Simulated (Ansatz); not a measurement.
`C=C[SiH](O)O[SiH2]O` + `O[SiH2][SiH2]S` → `C=C[SiH](O)[SiH2]O` + `O[SiH2]O[SiH2]S`  (redistribution)

Calculated with Ansatz (gas phase, PBE0-D4/def2-TZVP geometries, no zero-point term in ΔE). CCSD(T)/CBS adds triple-zeta CCSD(T) − MP2 to the extrapolated MP2 energy (def2 sets, frozen cores). DFT in def2-TZVPP. B3LYP here is the variant with VWN-RPA as its local correlation; programs differ in this. One conformer a species, not always the lowest.

| level | ΔE (kJ/mol) |
| --- | --- |
| B3LYP-D4 | 27.5 |
| ωB97X-V | 28.0 |
| r2SCAN | 31.5 |
| SCS-MP2/def2-TZVPP | 25.8 |
| CCSD/def2-TZVPP | 28.1 |
| HF/def2-QZVPP | 26.0 |
| SCS-MP2/def2-QZVPP | 25.8 |
| CCSD/CBS(def2) | 28.2 |

What does CCSD(T)/CBS give? (An estimate is asked.)

Ansatz gave: +28.5 kJ/mol. The listed levels differ from it by -1.0, -0.5, 3.0, -2.7, -0.4, -2.5, -2.7, -0.3 kJ/mol.

Largest T1 diagnostic among the species: 0.012.
